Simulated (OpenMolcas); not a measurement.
An OpenMolcas run meant for K I (ANO-RCC-VDZP, X2C; inactive shells 1s 2s 2p 3s 3p; intended active space 1 electron in 4 orbitals (4s 4p)). One step of its input:

```
&RASSCF
FileOrb=start.orb
Symmetry=1
Spin=2
nActEl=1 0 0
Inactive=3 6
Ras2=1 3
CIRoot=5 5 1
SDav=1
CIMx=300
Iter=92 100
PrWF=0.3
OrbListing=Nothing
MaxOrb=0
Atom
CIOnly
>>> COPY $Project.JobIph JOB001
```

Lines from the output:

```
...
      Number of secondary orbitals               9
      Spin quantum number                      0.5
      State symmetry                             1
Orbital specifications:
      -----------------------

      Symmetry species                           1   2
                                                ag  au
      Frozen orbitals                            0   0
      Inactive orbitals                          3   6
      Active orbitals                            1   3
      RAS1 orbitals                              0   0
      RAS2 orbitals                              1   3
      RAS3 orbitals                              0   0
      Secondary orbitals                         6   3
      Deleted orbitals                           0   0
      Number of basis functions                 10  12
      Number of CSFs                             1
      Number of root(s) required                 5
 ************ ERROR ***********
  You can't ask for more roots
  than there are configurations
 ******************************
--- Stop Module: rasscf at  /rc=_RC_INPUT_ERROR_ ---
.####################.
.# User input error #.
.####################.
```

Q: What is wrong with the input?

A: CIRoot asks for more roots than the active space has configuration state functions.
